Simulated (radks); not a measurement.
Values are calculated unless marked as measured or tabulated.
W25+, configuration [Kr] 4d10 4f3.

Level of theory: non-relativistic Kohn-Sham, TPSS, spin-polarised, spherical densities, point nucleus; open shells are filled with parallel spins first (spin-orbit coupling, left out, can overturn this in heavy ions); meta-GGA in the generalised Kohn-Sham scheme; relativity is left out, which matters for an element this heavy (a radial shooting solver on a logarithmic mesh with Libxc functionals).

Energy parts (eV):
total: -408628.51
kinetic: 408551.69
electron-nucleus: -932362.88
Hartree: 122673.95
exchange-correlation: -7491.27

Orbitals (lengths in bohr, moments of r in powers of bohr; r(90%) holds 90 % of the orbital's charge):
orbital,occ.,eigenvalue (eV),r(90%),<1/r>
1s up,1,-64583.66,0.0364,73.47
1s down,1,-64583.67,0.0364,73.47
2s up,1,-11281.14,0.133,17.22
2s down,1,-11281.06,0.133,17.22
2p up,3,-10840.95,0.118,17.25
2p down,3,-10840.90,0.118,17.25
3s up,1,-3195.849,0.319,6.649
3s down,1,-3192.413,0.319,6.655
3p up,3,-2993.505,0.311,6.593
3p down,3,-2990.322,0.311,6.599
3d up,5,-2617.781,0.283,6.505
3d down,5,-2615.370,0.283,6.510
4s up,1,-1211.818,0.656,3.049
4s down,1,-1207.165,0.657,3.043
4p up,3,-1124.982,0.665,2.978
4p down,3,-1120.245,0.666,2.972
4d up,5,-967.9243,0.678,2.841
4d down,5,-962.9568,0.679,2.834
4f up,3,-766.4921,0.678,2.619
4f down,0,-760.8219,0.681,2.613

The highest occupied level is 4f up at -766.49 eV. Summed over all electrons, <r^2> = 5.947 bohr^2, which gives a Langevin (diamagnetic) susceptibility term of -4.71 x 10^-6 cm^3/mol. Spin moment in Bohr magnetons: 3. The density falls to 0.001 e/bohr^3 at r = 1.32 bohr. The electron density at the nucleus is 2.901e+05 e/bohr^3.
